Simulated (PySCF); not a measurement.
Zn(Br)(tBu), C4H9BrZn, SMILES C[C](C)(C)[Zn][Br] (GFN2-xTB optimised geometry):

```
15

Zn    -1.178     0.060     0.000
Br    -2.668     1.912     0.000
C      0.886     0.060     0.000
C      1.587    -1.288     0.072
C      1.266     0.792    -1.281
C      1.246     0.915     1.209
H      2.668    -1.131     0.073
H      1.339    -1.912    -0.783
H      1.325    -1.826     0.980
H      1.059     0.188    -2.164
H      0.736     1.742    -1.374
H      2.336     1.014    -1.272
H      0.715     1.869     1.201
H      1.025     0.399     2.143
H      2.316     1.137     1.196
```

Calculation: PBE0/def2-TZVP run with PySCF.

Problem. What are the frontier orbital energies and the dipole moment?

Solution. HOMO-2 -7.74 eV, HOMO-1 -7.73 eV, HOMO -6.97 eV, LUMO -2.21 eV, LUMO+1 -0.39 eV; dipole moment 3.64 D.

On the same geometry PBE/def2-TZVP run with PySCF gives HOMO-2 -6.51 eV, HOMO-1 -6.48 eV, HOMO -6.01 eV, LUMO -2.95 eV, LUMO+1 -1.09 eV; dipole moment 3.52 D.

Meta-Löwdin charges at PBE0/def2-TZVP: Zn1 0.97, Br2 -0.68, C3 -0.23, C4 -0.35, C5 -0.36, C6 -0.36, H7 0.10, H8 0.11, H9 0.11, H10 0.11, H11 0.12, H12 0.11, H13 0.12, H14 0.11, H15 0.11.
